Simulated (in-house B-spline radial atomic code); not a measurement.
# Ionising Re5+ with different functionals

Computed with a B-spline radial code for spherical atoms: scalar-relativistic (spin-free X2C) Hamiltonian, Fermi nucleus of rms radius 5.3698 fm, spin-polarised at highest spin, spherical fractional occupations for the functionals, and exact exchange of hybrids averaged over the configuration. The ionisation energy is the difference of two self-consistent energies, [Xe] 4f14 5d2 → [Xe] 4f14 5d1, without Breit or QED terms; ε is the level of the shell that loses the electron (its least bound occupied spin orbital). There is no spin-orbit coupling in this Hamiltonian.

| method | rung | ΔSCF (eV) | -ε(5d) (eV) |
| --- | --- | --- | --- |
| PBE0 | global hybrid | 67.42 | 62.27 |
| B3LYP | global hybrid | 67.47 | 61.89 |
| TPSSh | global hybrid | ? | ? |
| M06-2X | global hybrid | 67.45 | 64.39 |
| BHandHLYP | global hybrid | 67.30 | 63.96 |
| r2SCAN0 | global hybrid | 67.38 | 62.30 |
| B97-1 | global hybrid | ? | ? |
| HSE06 | range-separated hybrid | 67.37 | 61.81 |
| wB97X | range-separated hybrid | 66.94 | 64.49 |
| CAM-B3LYP | range-separated hybrid | 67.45 | 63.76 |
| LC-wPBE | range-separated hybrid | 67.39 | 65.23 |

Question: What does B97-1 give?

Answer: ΔSCF 67.23 eV, and -ε(5d) = 61.76 eV.

Question: What does TPSSh give?

Answer: ΔSCF 67.30 eV, and -ε(5d) = 61.04 eV.

Question: Among the functionals, which spreads more, the ΔSCF values or the orbital energies?

Answer: The orbital energies: ΔSCF values span about 0.53 eV and the orbital energies 4.19 eV; here energy differences depend much less on the functional than eigenvalues do.

Question: How do they compare with the NIST value?

Answer: NIST lists 67 eV ± 2 (tabulated theory, ground level to ground level). Errors run from -0.06 to +0.47 eV; all lie within about twice that uncertainty, so the table can't rank the methods.
